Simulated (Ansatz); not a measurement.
`CB/C=C/O` + CH₄ → `B/C=C/O` + `CC`  (formal exchange of groups at a B–C bond)

Computed with Ansatz on PBE0-D4/def2-TZVP structures; ΔE is electronic, products minus reactants. CCSD(T)/CBS adds triple-zeta CCSD(T) − MP2 to the extrapolated MP2 energy (def2 sets, frozen cores). This one scheme is used for every species. Double bonds are as drawn, so ΔE can hold a change between cis and trans. Functionals use def2-TZVPP. B3LYP here is the variant with VWN-RPA as its local correlation; programs differ in this. Each species was taken in one conformer, which may not be the lowest.

```csv
level,ΔE (kJ/mol)
r2SCAN-D4,46.4
ωB97X-V,40.6
B2PLYP,40.9
B3LYP,40.3
HF/def2-TZVPP,31.0
CCSD/def2-TZVPP,40.5
HF/def2-QZVPP,31.2
CCSD/CBS(def2),42.2
```

Q: What does CCSD(T)/CBS give? (Estimate.)

A: The calculation gave: +43.4 kJ/mol. The listed levels differ from it by 3.0, -2.8, -2.5, -3.1, -12.4, -2.9, -12.2, -1.2 kJ/mol.

Largest T1 diagnostic among the species: 0.013.

In def2-TZVPP, CCSD(T) changes the Hartree–Fock value by +10.8 kJ/mol (the triples alone add +1.2 kJ/mol) and MP2 by +11.9 kJ/mol.
